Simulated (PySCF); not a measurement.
Distorted geometries of [WO3F]−

[WO3F]− (singlet). PySCF 2.14.0, RKS B3LYP, W def2-SVP with ECP60, O def2-SVP, F def2-SVP; non-relativistic Hamiltonian with scalar-relativistic core potentials where named; density fitting; no spin-orbit coupling. Relaxed geometry:

```xyz
5

W     0.0000   -0.0844    0.0647
O     1.4322   -0.1092    1.0772
O     0.0000    1.3796   -0.9008
O    -1.4322   -0.1092    1.0772
F     0.0000   -1.6150   -1.0980
```

Question: Order these distorted geometries by energy above the relaxed one, lowest first.
A.
```xyz
5

W     0.0578   -0.0308    0.1821
O     1.4091   -0.1012    1.0218
O     0.0168    1.3081   -0.8906
O    -1.3972   -0.0615    1.0043
F    -0.0865   -1.6529   -1.0973
```
B.
```xyz
5

W     0.0051    0.0044    0.0674
O     1.4599   -0.1788    1.0250
O     0.0298    1.3191   -0.9546
O    -1.4502   -0.0972    1.1658
F    -0.0446   -1.5858   -1.0834
```
C.
```xyz
5

W     0.0309    0.0039    0.0348
O     1.5717   -0.0575    1.2768
O    -0.0662    1.4159   -1.2459
O    -1.6455   -0.2058    1.1043
F     0.1091   -1.6948   -0.9496
```

Answer: B (0.46 eV), A (1.62 eV), C (2.73 eV).

Question: Which forces (eV/Å) act in the one that lies 1.62 eV up?

Answer: 
```
W    -6.82  -4.23 -11.91
O    10.44  -0.14   7.49
O     0.44   2.55  -1.23
O    -4.48   0.11   4.04
F     0.42   1.70   1.60
```
Forces carry noise of the integration grid, about 0.01 to 0.03 eV/Å.
